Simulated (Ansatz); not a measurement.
Consider the redistribution: `C[NH][GeH2][OH]` + `FC([SiH3])[TeH]` → `C[NH][GeH2][SiH3]` + `OC(F)[TeH]`.

Isolated molecules relaxed with PBE0-D4/def2-TZVP in Ansatz; ΔE leaves out vibrations. CBS: MP2 limit from def2 TZ/QZ plus the TZ coupled-cluster correction, frozen cores. Functionals use def2-TZVPP. def2 core potentials past Kr. For Ge, Te outer-core shells are correlated without core-valence functions, which leaves a few kJ/mol of doubt a bond. Scalar relativity is left out up to krypton. Each species was taken in one conformer, which may not be the lowest.

`C[NH][GeH2][OH]`:

Z-matrix (Å, degrees):
```
C
N 1 1.449
H 1 1.098 2 114.2
H 1 1.094 2 110.5 3 122.1
H 1 1.093 2 109.5 3 -120.3
Ge 2 1.821 1 121.2 3 77.8
H 2 1.008 1 113.1 3 -65.7
O 6 1.790 2 114.3 1 -58.2
H 6 1.531 2 108.6 1 55.4
H 6 1.539 2 106.4 1 -179.4
H 8 0.959 6 112.9 2 -68.7
```

`FC([SiH3])[TeH]`:

Cartesian coordinates in Å:
```
F 0.665 1.288 -1.196
C 0.422 0.114 -0.503
Si -1.287 0.147 0.318
Te 1.911 -0.238 1.011
H 0.515 -0.720 -1.203
H -1.656 -1.246 0.670
H -2.278 0.722 -0.627
H -1.222 0.981 1.546
H 2.931 -1.048 -0.017
```

`C[NH][GeH2][SiH3]`:

Z-matrix (Å, degrees):
```
C
N 1 1.450
H 1 1.100 2 115.0
H 1 1.094 2 110.1 3 121.9
H 1 1.094 2 109.5 3 -120.8
Ge 2 1.846 1 117.9 3 67.2
H 2 1.011 1 111.5 3 -65.1
Si 6 2.398 2 113.7 1 -58.6
H 6 1.542 2 106.0 1 62.3
H 6 1.540 2 106.5 1 179.4
H 8 1.489 6 110.0 2 -63.8
H 8 1.488 6 111.1 2 176.0
H 8 1.488 6 110.6 2 55.7
```

`OC(F)[TeH]`:

Z-matrix (Å, degrees):
```
C
F 1 1.369
Te 1 2.195 2 108.2
O 1 1.359 2 111.5 3 -122.4
H 1 1.089 2 108.2 3 118.9
H 3 1.656 1 92.8 2 27.8
H 4 0.965 1 109.1 2 66.3
```

Is it downhill or uphill in electronic energy at CCSD(T)/CBS, and by how much? (An estimate is asked.)

Ansatz gave: Uphill: ΔE = +66.7 kJ/mol.

What do these levels give: r2SCAN-D4, ωB97M-V, B2PLYP, PBE, CCSD(T)/def2-TZVPP, MP2/CBS(def2)? (An estimate is asked.)

Ansatz gave: r2SCAN-D4 49.7, ωB97M-V 60.7, B2PLYP 62.9, PBE 39.6, CCSD(T)/def2-TZVPP 62.4, MP2/CBS(def2) 77.6 kJ/mol.

Largest T1 diagnostic among the species: 0.012.

From PBE to PBE0 (25 % exact exchange), in def2-TZVPP and without D4, ΔE moves by +4.7 kJ/mol.
